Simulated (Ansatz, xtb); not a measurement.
A geometry optimisation of C2H5GaGe with r2SCAN-D4/def2-SVP

The starting geometry of this gas-phase singlet was built from a drawn formula by distance geometry; its bonds are those of `C=[C]=[GeH][GaH2]`.

```yaml
atoms:
  - { symbol: C, position_ang: [-0.4178, -1.6528, -1.9691] }
  - { symbol: C, position_ang: [-0.8140, -1.1027, -0.8855] }
  - { symbol: Ga, position_ang: [-3.4983, 0.8750, 0.5594] }
  - { symbol: Ge, position_ang: [-1.3663, -0.3263, 0.6052] }
  - { symbol: H, position_ang: [-0.7095, -2.6609, -2.1198] }
  - { symbol: H, position_ang: [0.0774, -1.0440, -2.7293] }
  - { symbol: H, position_ang: [-0.3035, -0.2129, 1.4484] }
  - { symbol: H, position_ang: [-4.8508, 0.7574, -0.2517] }
  - { symbol: H, position_ang: [-2.8748, 2.2259, -0.0970] }
```

Question: Predict what it relaxes into with r2SCAN-D4/def2-SVP.

Answer: It keeps its bonds, and is `C=[C]=[GeH][GaH2]`. Distances that change by over a tenth: Ge4–H7 (1.36 → 1.53 Å).

The energy falls by 1.66 eV over 20 steps:

| step | E − E(last) (eV) |
| --- | --- |
| 1 | 1.663 |
| 3 | 0.374 |
| 5 | 0.221 |
| 7 | 0.090 |
| 9 | 0.036 |
| 12 | 0.010 |
| 14 | 0.004 |
| 16 | 0.002 |
| 18 | 0.000 |
| 20 | 0.000 |

Final geometry (Å):

```yaml
atoms:
  - { symbol: C, position_ang: [-0.5579, -1.8829, -1.9713] }
  - { symbol: C, position_ang: [-0.7923, -1.0740, -0.9669] }
  - { symbol: Ga, position_ang: [-3.2995, 1.1508, 0.2258] }
  - { symbol: Ge, position_ang: [-1.2018, 0.0530, 0.3603] }
  - { symbol: H, position_ang: [-0.8485, -2.9443, -1.9440] }
  - { symbol: H, position_ang: [-0.0520, -1.5425, -2.8878] }
  - { symbol: H, position_ang: [-0.0952, 0.1342, 1.4169] }
  - { symbol: H, position_ang: [-4.1766, 0.8189, -1.0200] }
  - { symbol: H, position_ang: [-3.7337, 2.1453, 1.3476] }
```

From the same start GFN2-xTB ends elsewhere, differing in C2–Ga3 (2.10 against 3.56 Å here).

The end wasn't checked by frequencies. Run with Ansatz 0.2.0, 72 s on 2 threads of Intel(R) Xeon(R) Platinum 8375C CPU @ 2.90GHz (Ice Lake), on a shared host.
